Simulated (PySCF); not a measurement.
**input.py for NaZn⁺**

The script input.py:

```python
from pyscf import gto, scf
from pyscf.hessian import thermo

mol = gto.M(
    atom='Na 0 0 0; Zn 0 0 2.865',
    basis='def2-svp',
    charge=1,
    spin=0,
    symmetry=True,
    verbose=4,
)
mf = scf.RHF(mol)
mf.kernel()
hess = mf.Hessian().kernel()
print('wavenumber (cm^-1) =', thermo.harmonic_analysis(mol, hess)['freq_wavenumber'].round(1))
mf.dip_moment()
print('orbital energies (hartree):', mf.mo_energy[..., max(0, mol.nelec[1]-3):mol.nelec[0]+3].round(4))
```

```bash
$ OMP_NUM_THREADS=1 python input.py
```

Output (some set-up lines and the per-cycle HOMO/LUMO lines with their warnings removed):

```
PySCF version 2.14.0

[INPUT] verbose = 4
[INPUT] num. atoms = 2
[INPUT] num. electrons = 40
[INPUT] charge = 1
[INPUT] spin (= nelec alpha-beta = 2S) = 0
[INPUT] symmetry True subgroup None
[INPUT] Mole.unit = angstrom
[INPUT] Symbol           X                Y                Z      unit          X                Y                Z       unit  Magmom
[INPUT]  1 Na     0.000000000000   0.000000000000   0.000000000000 AA    0.000000000000   0.000000000000   0.000000000000 Bohr   0.0
[INPUT]  2 Zn     0.000000000000   0.000000000000   2.865000000000 AA    0.000000000000   0.000000000000   5.414065346879 Bohr   0.0

nuclear repulsion = 60.9523489017801
point group symmetry = Coov
symmetry origin: [0.         0.         3.96151123]
symmetry axis x: [1. 0. 0.]
symmetry axis y: [0. 1. 0.]
symmetry axis z: [0. 0. 1.]
num. orbitals of irrep A1 = 18
num. orbitals of irrep E1x = 9
num. orbitals of irrep E1y = 9
num. orbitals of irrep E2x = 4
num. orbitals of irrep E2y = 4
num. orbitals of irrep E3x = 1
num. orbitals of irrep E3y = 1
number of shells = 18
number of NR pGTOs = 106
number of NR cGTOs = 46
basis = def2-svp
ecp = {}

******** <class 'pyscf.scf.hf_symm.SymAdaptedRHF'> ********
method = SymAdaptedRHF
initial guess = minao
damping factor = 0
level_shift factor = 0
DIIS = <class 'pyscf.scf.diis.CDIIS'>
diis_start_cycle = 1
diis_space = 8
diis_damp = 0
SCF conv_tol = 1e-09
SCF conv_tol_grad = None
SCF max_cycles = 50
direct_scf = True
direct_scf_tol = 1e-13
Freeze 0 electrons in irreps []
    40 free electrons in irreps A1 E1x E1y E2x E2y E3x E3y
Set gradient conv threshold to 3.16228e-05
Initial guess from minao.
init E= -1938.93328263025
cycle= 1 E= -1939.18164503115  delta_E= -0.248  |g|= 0.0715  |ddm|= 0.903
cycle= 2 E= -1939.1873687181  delta_E= -0.00572  |g|= 0.0398  |ddm|= 0.269
cycle= 3 E= -1939.18782813691  delta_E= -0.000459  |g|= 0.0141  |ddm|= 0.0638
cycle= 4 E= -1939.18794343133  delta_E= -0.000115  |g|= 0.0058  |ddm|= 0.0437
cycle= 5 E= -1939.18794964131  delta_E= -6.21e-06  |g|= 0.00138  |ddm|= 0.00479
cycle= 6 E= -1939.18795088359  delta_E= -1.24e-06  |g|= 0.000196  |ddm|= 0.00365
cycle= 7 E= -1939.18795092066  delta_E= -3.71e-08  |g|= 2.77e-05  |ddm|= 0.000548
cycle= 8 E= -1939.18795092157  delta_E= -9.08e-10  |g|= 5.38e-06  |ddm|= 0.000105
Extra cycle  E= -1939.1879509216  delta_E= -2.96e-11  |g|= 1.75e-06  |ddm|= 1.76e-05
converged SCF energy = -1939.1879509216
wavenumber (cm^-1) = [179.7]

WARN: System has nonzero charge 1; the dipole moment is origin-dependent.
Location of origin: [0. 0. 0.]

Dipole moment(X, Y, Z, Debye):  0.00000,  0.00000,  3.66964
orbital energies (hartree): [-0.9554 -0.9554 -0.4743 -0.1507 -0.0944 -0.0944]
```

In short: E(SCF) = -1939.187951 Eh, 8 cycles, wavenumbers 180 cm⁻¹.

Run time: 13 s on 1 thread of Intel Xeon Platinum 8488C (shared host).

Stability towards an unrestricted solution was not tested. The bond length is a typed value, not an optimised one, so the wavenumber is not that of the minimum. The dipole of an ion depends on the origin.
